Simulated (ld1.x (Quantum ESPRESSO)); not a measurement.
**Before and after: TM potential for N (Z = 7)**

| Quantity | Value |
| --- | --- |
| Element | N (Z = 7) |
| Generator | ld1.x (Quantum ESPRESSO) 7.5 |
| Type | norm-conserving Troullier–Martins (Kleinman–Bylander form) |
| Functional | LDA (PZ) |
| Relativity | scalar-relativistic |
| Frozen core | [He] |
| Valence charge | 5 |
| Reference configuration | 2s1.75 2p3.25 |
| Partial waves | 2s (bound): rc 0.70 bohr; 3d channel at 0.2 Ry: rc 1.20 bohr; 2p (bound): rc 1.40 bohr |
| Local potential | the p channel |
| Core correction | a·sin(br)/r model core, default radius (core density twice the valence density) |

All-electron outer shells of the reference configuration (LDA (PZ), scalar-relativistic, ld1.x):

| shell | level (eV) | outermost node (bohr) | outermost maximum (bohr) |
| --- | --- | --- | --- |
| 1s | -381.71 | – | 0.15 |
| 2s | -18.54 | 0.32 | 1.02 |
| 2p | -7.34 | – | 0.97 |

Change: core correction a·sin(br)/r model core inside 0.50 bohr.

Cutoffs: the cutoffs (Ry, on a coarse ladder) from which the occupation-weighted sum of valence levels, in a spherical-Bessel basis at the reference potential, stays within 10 and 1 mRy of its value at 400 Ry; they do not see the model core or the augmentation charge, which bear on the density cutoff. Errors are all-electron minus pseudo energies relative to the spin-unpolarised reference configuration.

Question: How do hardness, ghosts and transferability respond?

Answer: The potential gets neither clearly harder nor softer (120 Ry and 300 Ry → 120 Ry and 300 Ry); of the 9 tests that both files solve, the error grows in 2 and shrinks in 0 by more than 15 % and 0.3 meV (median size 10.2 → 10.1 meV); neither file shows a bound ghost. The default core radius of the base comes out at 0.41 bohr. A wider model core is smoother and lowers the density cutoff, which this test does not measure.

| quantity | base | changed |
| --- | --- | --- |
| cutoff, loose | 120 Ry | 120 Ry |
| cutoff, tight | 300 Ry | 300 Ry |
| bound ghosts | none | none |
| error for 2s2 2p3, meV [ΔE -2.80 eV] | +0.7 | +0.7 |
| error for 2s2 2p2, meV [ΔE 10.94 eV] | +7.9 | +8.3 |
| error for 2s2 2p1, meV [ΔE 39.90 eV] | +77 | +80 |
| error for 2s2 2p3.3, meV [ΔE -4.46 eV] | -0.2 | -0.2 |
| error for 2s2 2p2.5, meV [ΔE 2.37 eV] | +2.4 | +2.5 |
| error for 2s0 2p5, meV [ΔE 19.66 eV] | +36 | +37 |
| error for 2s1 2p3, meV [ΔE 22.39 eV] | -10 | -10 |
| error for 2s1.75 2p3.25 (spin-polarised), meV [ΔE -2.96 eV] | +71 | +89 |
| error for 2s2 2p3 (spin-polarised), meV [ΔE -5.69 eV] | +65 | +83 |
| s: phases at 1.55 bohr within 0.05 rad from the reference energy up to (Ry; the scan ends near 5) | to the end of the scan | to the end of the scan |
| p: phases at 1.55 bohr within 0.05 rad from the reference energy up to (Ry; the scan ends near 5) | 4.4 | 4.4 |
| d: phases at 1.55 bohr within 0.05 rad from the reference energy up to (Ry; the scan ends near 5) | to the end of the scan | to the end of the scan |
